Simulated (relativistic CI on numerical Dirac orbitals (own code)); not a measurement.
Inner-shell lines of Ag¹⁶⁺

Calculated at this level of theory: Dirac-Coulomb-Breit CI, separate exchange-only KLI orbitals for each configuration, a model potential for QED, unscaled Slater integrals (own radial code, finite nucleus).

CI space (outside the closed core [Ne] 3s2 3d10): 3p⁶4s²4p, 3p⁵4s²4p4d, 3p⁵4s²4p5s, 3p⁵4s²4p5d, 3p⁶4s4p², 3p⁵4s4p²5s. Levels of other configurations are missing.

The table holds the strongest lines. The upper levels have an inner-shell vacancy. Auger decay, open to those above the ionisation limit, is not computed, and radiative decays to configurations outside the model are missing too. Absolute energies can be off by a few tenths of a per cent, so close lines can change order. LS names give the leading component, which can be well under half, for lower levels too. Brackets number the levels in order of energy.

```tsv
E (eV)	Upper	Lower	A (s⁻¹)	gA (s⁻¹)
637.49	3p⁵4s²4p4d ²D5/2 [30]	3p⁶4s²4p ²P°3/2 [2]	1.05e+12	6.29e+12
638.04	3p⁵4s²4p4d ²D3/2 [18]	3p⁶4s²4p ²P°1/2 [1]	1.41e+12	5.62e+12
638.66	3p⁵4s²4p4d ²P3/2 [33]	3p⁶4s²4p ²P°3/2 [2]	4.91e+11	1.96e+12
638.71	3p⁵4s²4p4d ²D5/2 [34]	3p⁶4s²4p ²P°3/2 [2]	1.01e+12	6.08e+12
639.40	3p⁵4s²4p4d ⁴P5/2 [35]	3p⁶4s²4p ²P°3/2 [2]	5.23e+11	3.14e+12
639.42	3p⁵4s²4p4d ⁴P1/2 [19]	3p⁶4s²4p ²P°1/2 [1]	1.47e+12	2.94e+12
640.07	3p⁵4s²4p4d ²D3/2 [22]	3p⁶4s²4p ²P°1/2 [1]	1.62e+12	6.47e+12
641.22	3p⁵4s²4p4d ⁴D5/2 [40]	3p⁶4s²4p ²P°3/2 [2]	4.97e+11	2.98e+12
641.75	3p⁵4s²4p4d ²P1/2 [25]	3p⁶4s²4p ²P°1/2 [1]	2.13e+12	4.26e+12
642.21	3p⁵4s²4p4d ⁴P3/2 [42]	3p⁶4s²4p ²P°3/2 [2]	1.75e+12	6.99e+12
642.69	3p⁵4s²4p4d ⁴P1/2 [43]	3p⁶4s²4p ²P°3/2 [2]	2.38e+12	4.76e+12
643.45	3p⁵4s²4p4d ²D5/2 [44]	3p⁶4s²4p ²P°3/2 [2]	4.70e+11	2.82e+12
644.19	3p⁵4s²4p4d ²D3/2 [45]	3p⁶4s²4p ²P°3/2 [2]	1.48e+12	5.90e+12
647.47	3p⁵4s²4p4d ²S1/2 [46]	3p⁶4s²4p ²P°3/2 [2]	1.45e+12	2.91e+12
651.64	3p⁵4s²4p4d ²F5/2 [52]	3p⁶4s²4p ²P°3/2 [2]	4.42e+11	2.65e+12
657.58	3p⁵4s²4p4d ²D3/2 [50]	3p⁶4s²4p ²P°1/2 [1]	6.97e+11	2.79e+12
667.90	3p⁵4s²4p4d ²F5/2 [60]	3p⁶4s²4p ²P°3/2 [2]	7.89e+11	4.73e+12
669.87	3p⁵4s²4p4d ²D3/2 [54]	3p⁶4s²4p ²P°1/2 [1]	1.59e+12	6.37e+12
673.13	3p⁵4s²4p4d ⁴P1/2 [69]	3p⁶4s²4p ²P°3/2 [2]	1.85e+12	3.69e+12
673.53	3p⁵4s²4p4d ⁴P3/2 [70]	3p⁶4s²4p ²P°3/2 [2]	1.28e+12	5.13e+12
674.43	3p⁵4s²4p4d ²P1/2 [58]	3p⁶4s²4p ²P°1/2 [1]	1.87e+12	3.73e+12
681.66	3p⁵4s²4p4d ²D5/2 [75]	3p⁶4s²4p ²P°3/2 [2]	5.98e+11	3.59e+12
781.14	3p⁵4s²4p5d ²D3/2 [119]	3p⁶4s²4p ²P°1/2 [1]	5.30e+11	2.12e+12
782.10	3p⁵4s²4p5d ²P1/2 [126]	3p⁶4s²4p ²P°1/2 [1]	2.15e+12	4.30e+12
782.19	3p⁵4s²4p5d ²D3/2 [128]	3p⁶4s²4p ²P°1/2 [1]	1.55e+12	6.18e+12
782.23	3p⁵4s²4p5d ²P3/2 [159]	3p⁶4s²4p ²P°3/2 [2]	1.77e+12	7.06e+12
782.24	3p⁵4s²4p5d ²D5/2 [160]	3p⁶4s²4p ²P°3/2 [2]	1.20e+12	7.22e+12
782.71	3p⁵4s²4p5d ²S1/2 [162]	3p⁶4s²4p ²P°3/2 [2]	1.32e+12	2.65e+12
784.98	3p⁵4s²4p5d ²D5/2 [171]	3p⁶4s²4p ²P°3/2 [2]	3.69e+11	2.21e+12
813.09	3p⁵4s²4p5d ²D3/2 [214]	3p⁶4s²4p ²P°3/2 [2]	4.88e+11	1.95e+12
813.18	3p⁵4s²4p5d ⁴F3/2 [197]	3p⁶4s²4p ²P°1/2 [1]	6.88e+11	2.75e+12
813.57	3p⁵4s²4p5d ⁴P5/2 [215]	3p⁶4s²4p ²P°3/2 [2]	4.62e+11	2.77e+12
813.63	3p⁵4s²4p5d ²P1/2 [200]	3p⁶4s²4p ²P°1/2 [1]	1.09e+12	2.18e+12
814.57	3p⁵4s²4p5d ²P3/2 [223]	3p⁶4s²4p ²P°3/2 [2]	5.54e+11	2.21e+12
815.15	3p⁵4s²4p5d ²D5/2 [227]	3p⁶4s²4p ²P°3/2 [2]	3.63e+11	2.18e+12
```
